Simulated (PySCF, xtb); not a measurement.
Be2H2, SMILES [BeH][BeH].

xtb with GFN2-xTB at its own geometry gives an orbital gap of 3.35 eV and a dipole moment of 1.25 D.

Geometry optimised at PBE0-D3(BJ)/def2-TZVPD.

What does M06-2X/def2-TZVPD in PySCF give? (The exact figures need the calculation; the answer reports its results.)

gap 7.03 eV (levels -8.06 and -1.03 eV), dipole 0.00 D.
